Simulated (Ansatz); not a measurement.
Steps of a relaxation of CH7AlClNSi (`C[SiH](N)[AlH][Cl]`) with RKS PBE0-D4/def2-TZVP.

```sh
$ ansatz run in.yaml --threads 4 --pin off --events-out ev --progress --plain --max-ram 10444MiB
```

```yaml
crystal:
  periodic: [false, false, false]
  atoms:
    - {symbol: C, position_ang: [-1.525423, 0.727108, 0.083275]}
    - {symbol: Si, position_ang: [-0.141247, -0.530667, -0.207126]}
    - {symbol: N, position_ang: [0.241509, -1.294983, 1.336892]}
    - {symbol: Al, position_ang: [1.923541, 0.605637, -0.903432]}
    - {symbol: Cl, position_ang: [1.705225, 2.475271, -1.915328]}
    - {symbol: H, position_ang: [-1.248078, 1.445694, 0.880044]}
    - {symbol: H, position_ang: [-2.468564, 0.222890, 0.380346]}
    - {symbol: H, position_ang: [-1.723139, 1.297797, -0.846813]}
    - {symbol: H, position_ang: [-0.628392, -1.470547, -1.303768]}
    - {symbol: H, position_ang: [1.039178, -1.938247, 1.352122]}
    - {symbol: H, position_ang: [-0.536200, -1.730641, 1.844892]}
    - {symbol: H, position_ang: [3.438690, 0.135487, -0.667003]}
basis:
  gaussian: {orbitals: def2-TZVP}
hamiltonian: {xc: pbe0, dispersion: d4}
relax: {f_tol: 0.005, max_steps: 150}
```

Positions (Å) and forces (eV/Å) along the path, 10 of 16 steps:

```xyz
12
step=1 energy=-29629.5357 eV
C    -1.525    0.727    0.083   -0.151    0.093    0.045
Si   -0.141   -0.531   -0.207   -0.177   -0.057    0.317
N     0.242   -1.295    1.337   -0.163   -0.472   -0.248
Al    1.924    0.606   -0.903    0.164    0.202   -0.141
Cl    1.705    2.475   -1.915    0.033   -0.320    0.169
H    -1.248    1.446    0.880   -0.133   -0.340   -0.386
H    -2.469    0.223    0.380    0.446    0.239   -0.137
H    -1.723    1.298   -0.847    0.094   -0.272    0.444
H    -0.628   -1.471   -1.304    0.122    0.171    0.289
H     1.039   -1.938    1.352   -0.486    0.415   -0.006
H    -0.536   -1.731    1.845    0.467    0.269   -0.310
H     3.439    0.135   -0.667   -0.216    0.073   -0.035
12
step=3 energy=-29629.5851 eV
C    -1.519    0.723    0.091    0.034   -0.047   -0.017
Si   -0.137   -0.508   -0.193    0.058    0.026    0.114
N     0.216   -1.296    1.320   -0.053    0.010   -0.143
Al    1.930    0.611   -0.901   -0.033   -0.036   -0.008
Cl    1.711    2.446   -1.919    0.004    0.034   -0.020
H    -1.253    1.441    0.868    0.012    0.025    0.034
H    -2.435    0.210    0.395   -0.054   -0.015    0.020
H    -1.732    1.274   -0.826   -0.008    0.013   -0.034
H    -0.598   -1.443   -1.273   -0.015   -0.005   -0.027
H     1.023   -1.900    1.356    0.041    0.001    0.031
H    -0.552   -1.745    1.799   -0.023   -0.004    0.042
H     3.424    0.131   -0.682    0.037   -0.002    0.008
12
step=5 energy=-29629.5880 eV
C    -1.524    0.721    0.099   -0.007    0.020    0.010
Si   -0.134   -0.498   -0.184    0.006   -0.003   -0.030
N     0.199   -1.310    1.313    0.045   -0.055   -0.008
Al    1.937    0.607   -0.907    0.006    0.010    0.018
Cl    1.726    2.437   -1.941   -0.001   -0.006   -0.007
H    -1.263    1.443    0.876   -0.004    0.001   -0.001
H    -2.439    0.204    0.404    0.006   -0.002   -0.002
H    -1.742    1.270   -0.820   -0.001    0.000   -0.003
H    -0.587   -1.415   -1.287   -0.004    0.003   -0.001
H     1.033   -1.873    1.384   -0.052    0.032    0.017
H    -0.565   -1.770    1.788    0.018    0.001    0.008
H     3.436    0.129   -0.690   -0.013   -0.002   -0.001
12
step=6 energy=-29629.5885 eV
C    -1.521    0.724    0.103   -0.013    0.004   -0.002
Si   -0.135   -0.500   -0.184    0.007   -0.013   -0.010
N     0.196   -1.320    1.307    0.014    0.001   -0.015
Al    1.933    0.611   -0.908   -0.004    0.010    0.021
Cl    1.721    2.423   -1.974   -0.003   -0.014   -0.002
H    -1.263    1.434    0.890    0.005    0.007    0.011
H    -2.440    0.208    0.394   -0.005   -0.004    0.003
H    -1.727    1.285   -0.811   -0.007    0.004   -0.012
H    -0.590   -1.411   -1.291   -0.007    0.009   -0.002
H     1.037   -1.870    1.389   -0.002    0.000    0.009
H    -0.563   -1.782    1.786    0.003   -0.001    0.002
H     3.429    0.143   -0.667    0.011   -0.003   -0.003
12
step=7 energy=-29629.5890 eV
C    -1.522    0.727    0.108   -0.006    0.013    0.005
Si   -0.136   -0.497   -0.185   -0.012   -0.022   -0.004
N     0.195   -1.331    1.299    0.004    0.010    0.005
Al    1.935    0.613   -0.899   -0.009    0.013   -0.019
Cl    1.718    2.397   -2.012    0.003   -0.022    0.013
H    -1.267    1.430    0.904   -0.002    0.003    0.001
H    -2.444    0.210    0.389    0.007   -0.001    0.001
H    -1.722    1.296   -0.802   -0.002   -0.004    0.002
H    -0.598   -1.396   -1.299    0.011    0.009    0.000
H     1.044   -1.864    1.392    0.000   -0.001   -0.004
H    -0.560   -1.797    1.781    0.000    0.000   -0.007
H     3.432    0.157   -0.642    0.006    0.002    0.007
12
step=8 energy=-29629.5892 eV
C    -1.522    0.729    0.113   -0.001    0.004    0.001
Si   -0.139   -0.497   -0.186    0.010   -0.005   -0.011
N     0.195   -1.335    1.292   -0.009    0.009    0.011
Al    1.934    0.610   -0.897   -0.005    0.025   -0.011
Cl    1.718    2.378   -2.035    0.005   -0.021    0.009
H    -1.265    1.431    0.909    0.000   -0.002   -0.002
H    -2.445    0.213    0.394    0.002    0.000    0.002
H    -1.724    1.301   -0.797   -0.001   -0.006    0.005
H    -0.600   -1.389   -1.307   -0.002    0.003    0.008
H     1.049   -1.861    1.388    0.006   -0.002   -0.009
H    -0.555   -1.805    1.776   -0.007   -0.003   -0.004
H     3.432    0.169   -0.615    0.001    0.000    0.002
12
step=9 energy=-29629.5894 eV
C    -1.523    0.731    0.117    0.005   -0.002   -0.002
Si   -0.140   -0.495   -0.188    0.006    0.010   -0.008
N     0.195   -1.337    1.288   -0.011    0.005    0.013
Al    1.934    0.612   -0.895    0.007    0.016   -0.009
Cl    1.723    2.364   -2.057    0.003   -0.015    0.007
H    -1.263    1.434    0.911    0.000   -0.004   -0.004
H    -2.443    0.213    0.404   -0.003    0.000    0.003
H    -1.731    1.300   -0.793    0.000   -0.003    0.005
H    -0.602   -1.383   -1.310   -0.003   -0.001    0.003
H     1.050   -1.862    1.381    0.012   -0.005   -0.008
H    -0.554   -1.811    1.769   -0.010   -0.003   -0.001
H     3.431    0.179   -0.593   -0.008    0.002    0.000
12
step=13 energy=-29629.5898 eV
C    -1.523    0.734    0.128    0.001   -0.002   -0.002
Si   -0.140   -0.488   -0.189   -0.001    0.001    0.000
N     0.193   -1.344    1.280    0.002   -0.002    0.001
Al    1.936    0.618   -0.891    0.002    0.005    0.004
Cl    1.736    2.321   -2.124    0.001   -0.004    0.001
H    -1.258    1.439    0.919    0.000    0.000    0.001
H    -2.437    0.212    0.427    0.000    0.001    0.000
H    -1.745    1.302   -0.779    0.000    0.000    0.000
H    -0.605   -1.366   -1.318   -0.002   -0.001   -0.001
H     1.048   -1.870    1.365    0.000    0.001    0.000
H    -0.558   -1.830    1.748    0.000    0.001   -0.001
H     3.429    0.215   -0.534   -0.002    0.000   -0.003
12
step=15 energy=-29629.5898 eV
C    -1.523    0.735    0.130   -0.001    0.001    0.000
Si   -0.140   -0.487   -0.189   -0.001   -0.004    0.002
N     0.192   -1.346    1.279    0.000    0.001   -0.002
Al    1.936    0.620   -0.889    0.000    0.000   -0.001
Cl    1.736    2.312   -2.137    0.000    0.000    0.000
H    -1.259    1.436    0.924    0.000    0.000    0.000
H    -2.437    0.212    0.426    0.000    0.000   -0.001
H    -1.742    1.306   -0.775    0.000    0.000    0.000
H    -0.605   -1.363   -1.319    0.001    0.001    0.001
H     1.048   -1.871    1.365   -0.001    0.000    0.000
H    -0.559   -1.833    1.746    0.000    0.000    0.000
H     3.429    0.222   -0.526    0.001    0.000    0.000
12
step=16 energy=-29629.5898 eV
C    -1.523    0.735    0.131   -0.001    0.000    0.001
Si   -0.140   -0.486   -0.189    0.001   -0.003    0.002
N     0.192   -1.347    1.278   -0.001    0.001   -0.003
Al    1.936    0.621   -0.889    0.000    0.000    0.000
Cl    1.736    2.308   -2.143    0.000    0.000    0.000
H    -1.258    1.436    0.926    0.000    0.000    0.000
H    -2.437    0.213    0.426    0.000    0.000    0.000
H    -1.742    1.307   -0.774    0.000    0.000    0.000
H    -0.605   -1.362   -1.320    0.001    0.001    0.001
H     1.048   -1.872    1.364   -0.001    0.000    0.000
H    -0.559   -1.834    1.744    0.001    0.000    0.000
H     3.429    0.226   -0.522    0.001    0.000    0.000
```

Run time 66 s (4 threads of an Arm Neoverse V1 on a shared host); peak host memory 0.64 GiB.
